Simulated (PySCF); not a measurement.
**Low-lying terms of Li⁺ (lithium, charge +1)**

Ground state 1s2, ¹S. Computed with PySCF 2.14 in def2-TZVPPD with one added diffuse shell each of s, p type (6s5p1d, 26 functions), with the non-relativistic Hamiltonian (point nucleus). Vertical excitation energies in eV without spin-orbit coupling; excited terms of each kind are numbered among those the solver found. Frozen: nothing.

```csv
term,leading excitation,EOM-EE-CCSD,measured centre of gravity (NIST)
1 3S,1s → s,59.138,59.021 (1s2s)
1 1S,1s → s,60.898,69.280 (1s3s)
1 3P°,1s → p,61.718,61.281 (1s2p)
1 1P°,1s → p,62.691,62.216 (1s2p)
2 3S,1s → s,68.749,n/a
2 1S,1s → s,69.161,n/a
2 3P°,1s → p,69.465,n/a
2 1P°,1s → p,69.801,n/a
1 3D,1s → d,71.162,n/a
1 1D,1s → d,71.168,n/a
```

Only the lower part of the computed list is shown. Doubly excited terms such as np² are absent. The solver can miss terms. Rydberg members are limited by the diffuse functions of the basis.
